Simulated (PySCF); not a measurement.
Exercise with solution: entropy of an ideal gas

FH2O2STa, SMILES [F][Ta]([OH])(=[S])[OH], multiplicity 1.

The structure is a stationary point at PBE-D3(BJ)/def2-SVP. The multiplicity is an assumed one; no other spin state was optimised. The structure was generated by enumeration; whether it is a known compound was not checked. The def2 effective core potentials stand for the cores of Ta; spin–orbit coupling is left out. The values are those of a single conformer.

PBE-D3(BJ)/def2-SVP (PySCF) gives the harmonic wavenumbers 157, 158, 179, 182, 197, 319, 327, 470, 481, 524, 668, 716, 716, 3778, 3782 cm⁻¹ and the rotational temperatures 0.1355, 0.0957, 0.0938 K. The molar mass is 266.02 g/mol, the symmetry number 1, the spin multiplicity 1.

Problem. Work out the entropy at 298.15 K and 1 atm in the rigid-rotor, harmonic-oscillator model.

Solution. 
Translation (Sackur–Tetrode at 1 atm): S = R[1.5 ln M + 2.5 ln T − 1.16487] = 178.4 J/(mol K).
Rotation: q = (√π/σ) T^1.5/√(θA θB θC) = 262000, S = R[ln q + 3/2] = 116.2 J/(mol K).
Vibration: with u = 1.4388 ν/T, each mode gives R[u/(e^u − 1) − ln(1 − e^−u)]:
| ν (cm⁻¹) | modes | u | S (J/(mol K)) |
|---|---|---|---|
| 157 | 1 | 0.76 | 10.82 |
| 158 | 1 | 0.76 | 10.77 |
| 179 | 1 | 0.86 | 9.79 |
| 182 | 1 | 0.88 | 9.66 |
| 197 | 1 | 0.95 | 9.04 |
| 319 | 1 | 1.54 | 5.50 |
| 327 | 1 | 1.58 | 5.33 |
| 470 | 1 | 2.27 | 3.09 |
| 481 | 1 | 2.32 | 2.96 |
| 524 | 1 | 2.53 | 2.51 |
| 668 | 1 | 3.22 | 1.45 |
| 716 | 2 | 3.46 | 2.41 |
The stiffer modes add less than 0.005 each. Sum 73.3 J/(mol K).
Spin: R ln 1 = 0.0 J/(mol K).
Total 367.9 J/(mol K); the program's own thermochemistry gives 367.9. Translation makes up 48 % and vibration 20 %. Anharmonicity, hindered rotation and orbital degeneracy are left out.
